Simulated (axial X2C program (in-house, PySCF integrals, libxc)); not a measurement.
**ZrO: from the spin-free to the two-component result**

Calculated with an in-house relativistic program for diatomic molecules. Spin-free means the one-electron spin-free X2C Hamiltonian; two-component (2c) means X2C with spin–orbit coupling and atomic mean-field two-electron Coulomb and Gaunt terms, so the difference of the two also holds small scalar two-electron terms. Basis: Zr dyall-cv3z [11s12p9d6f3g], O dyall-av3z [7s6p3d2f] (cores contracted in-house); Gaussian nuclei, density fitting, unrestricted open shells. Masses: Zr 89.905 u, O 15.995 u.

Spin-free state: M_S = 1, Λ = 2 (beyond evenly filled blocks: σα, δ+α); fragments Zr + O.

```json
{"level": "PBE0", "Re (Å)": "1.713", "ωe (cm⁻¹)": "974.9", "De (eV)": "7.854", "μ (D)": "-3.97"}
{"level": "r2SCAN", "Re (Å)": "1.726", "ωe (cm⁻¹)": "953.5", "De (eV)": "n/a", "μ (D)": "-3.95"}
```

Dipoles are positive if O is the positive end.

Two-component determinant lowest at the distance of the search:

Ω = 1 (⟨Sz⟩ = -1.00, ⟨Lz⟩ = 2.00 at PBE0); fragments Zr + O.

```tsv
level	Re (Å)	ωe (cm⁻¹)	μ (D)
PBE0	1.713	974.7	-3.96
r2SCAN	1.725	953.4	-3.94
```

**Question.** From the two tables, how do the constants change at the PBE0 level (2c against spin-free)?

**Answer.** At the PBE0 level Re is unchanged within 0.001 Å and ωe stays the same within 0.2 cm⁻¹.

The state is a single determinant with fixed occupations, the lowest that a limited PBE0 search found. Dissociation energies refer to the lowest single-determinant-based atoms at the same level and basis. De is not given where an atomic determinant may have missed its ground term or J level, or where the truncated virtual space spoils (T). Density functionals use the spin component along the axis (collinear). Other states lie close and PBE0, whose exact exchange favours high spin, may order them wrongly; the determinant shown need not be the ground state. The nearest other spin-free determinant of the search, M_S = 0, Λ = 0, lies 0.19 eV up at the distance of the search. The functionals have no current-density term, which raises determinants with orbital currents, atoms included. With several unpaired electrons one determinant need not be a pure state.
